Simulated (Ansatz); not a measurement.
Born–Oppenheimer molecular dynamics of CH$_{3}$FSSiZn (8 atoms, charge 0, multiplicity 1). It starts at the highest image of a converged band, a first-order saddle point between two minima.

Method: RKS r2SCAN-D4/def2-SVP in Ansatz.

- ensemble: NVE (velocity Verlet)
- time step: 0.5 fs
- steps asked: 111
- starting velocities drawn for: 100 K
- seed: 7595

First frame:

```xyz
8
Properties=species:S:1:pos:R:3
F 0.228 -0.010 1.849
C 0.468 0.900 0.865
S 1.025 0.115 -0.780
Si -1.101 -0.853 -1.549
Zn -1.304 1.098 -0.166
H 1.316 1.535 1.188
H 0.611 -1.296 -1.254
H -1.244 -1.490 -0.155
```

(1) How far do the bonds stretch over the last three quarters of this one trajectory? (Pairs bonded in most of those frames.)

## Answers

(1) 
```json
{"bond": "F1–C2", "mean (Å)": "1.373", "spread (Å)": "0.014", "shortest": "1.35", "longest": "1.39"}
{"bond": "C2–S3", "mean (Å)": "1.830", "spread (Å)": "0.051", "shortest": "1.76", "longest": "1.91"}
{"bond": "C2–Zn5", "mean (Å)": "2.013", "spread (Å)": "0.071", "shortest": "1.90", "longest": "2.09"}
{"bond": "C2–H6", "mean (Å)": "1.105", "spread (Å)": "0.007", "shortest": "1.09", "longest": "1.12"}
{"bond": "S3–Si4", "mean (Å)": "2.276", "spread (Å)": "0.047", "shortest": "2.23", "longest": "2.38"}
{"bond": "S3–Zn5", "mean (Å)": "2.574", "spread (Å)": "0.041", "shortest": "2.54", "longest": "2.68"}
{"bond": "Si4–Zn5", "mean (Å)": "2.417", "spread (Å)": "0.029", "shortest": "2.39", "longest": "2.46"}
{"bond": "Si4–H7", "mean (Å)": "1.629", "spread (Å)": "0.086", "shortest": "1.50", "longest": "1.77"}
{"bond": "Si4–H8", "mean (Å)": "1.514", "spread (Å)": "0.020", "shortest": "1.48", "longest": "1.56"}
```

Mean temperature of the second half: 1930 K. The conserved energy stayed within 0.16 meV per atom of its start (net change 0.032 meV per atom), so the integration is sound. The kinetic energy rose, since the run started high on the potential surface and went downhill. A run of 0.056 ps of so small a system gives no equilibrium averages. The orbitals stay closed-shell, which can raise the energy where a bond breaks towards radicals; this wasn't checked here.

Time of the run: 13 min on 2 threads of Intel(R) Xeon(R) Platinum 8259CL CPU @ 2.50GHz (Skylake/Cascade Lake), on a shared host, peak memory 0.24 GiB.
